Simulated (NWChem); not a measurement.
# GaH2, doublet; SMILES [GaH2]

Computed with NWChem. Spin-unrestricted. In the optimisation the excess spin sits in a1 (C2v, its own frame). All runs use the structure optimised with PBE0/def2-SVP, spin-unrestricted. The spin multiplicity was typed, not searched, and may not be the lowest. No stability test was run on the SCF state.

For level B97-2/def2-TZVP:

```yaml
highest occupied level (eV): -5.25
lowest empty minus highest occupied level, either spin (eV): 2.22
```

Task: What are these values for level B3LYP/def2-TZVP?

Result: The highest occupied level (eV) comes out as -5.40 and the lowest empty minus highest occupied level, either spin (eV) is 2.54.
